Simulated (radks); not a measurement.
Results of a calculation; reference values are marked as such.
These are the eigenvalues of the occupied orbitals of an atom or ion with whole-number occupations (eV). Code: a radial shooting solver on a logarithmic mesh with Libxc functionals. Model: scalar-relativistic Kohn-Sham, LDA (Slater exchange, VWN5 correlation), spin-polarised, spherical densities, finite nucleus; Fermi nuclear charge, rms radius of each element as measured or else 0.836 A^(1/3) + 0.57 fm.

| orbital | eigenvalue |
|---|---|
| 1s up | -41541.03 |
| 1s down | -41540.83 |
| 2s up | -7725.716 |
| 2s down | -7719.339 |
| 2p up | -7062.666 |
| 2p down | -7057.617 |
| 3s up | -2553.840 |
| 3s down | -2546.976 |
| 3p up | -2343.081 |
| 3p down | -2336.112 |
| 3d up | -2059.101 |
| 3d down | -2050.746 |

Which element is it, and in what charge state? The configuration may be excited. Open shells, if any, are filled with parallel spins first.

Answer. Z = 58, cerium, charge +32: Ce32+ in [Ar] 3d8. The list shows which subshells hold electrons but not how many an open one holds; the 1s level, -1526.6 hartree, gives Z - s = 55.3 by -(Z - s)^2/2, which with screening and relativity narrows Z to a few neighbours, and the depths of the outer levels then fix element, charge and occupations together.
